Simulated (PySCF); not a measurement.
A structure optimised at B3LYP-D3(BJ)/def2-SVP, used in a PySCF frequency run:

```
B
N 1 1.4040
H 2 1.0158 1 116.81
C 2 1.4494 3 113.17 1 -179.23
H 4 1.0976 2 110.00 3 166.25
H 4 1.1036 5 108.02 2 121.41
H 4 1.1057 5 107.75 6 115.77
C 1 1.5744 2 122.23 3 177.63
C 8 1.3423 1 126.39 2 -46.36
H 9 1.0960 8 121.83 1 3.55
H 9 1.0961 10 115.66 8 178.49
H 8 1.1004 9 116.40 10 177.51
C 1 1.5875 2 119.16 3 -2.69
H 13 1.1030 1 114.20 2 0.53
H 13 1.1042 14 107.90 1 -123.64
H 13 1.1050 14 107.67 15 -113.70
```

Task: Write its SMILES and formula.

Result: C=CB(C)NC, C4H10BN

Task: What are its rotational constants (standard atomic weights)?

Result: 3.4661, 3.3083, 1.7895 GHz
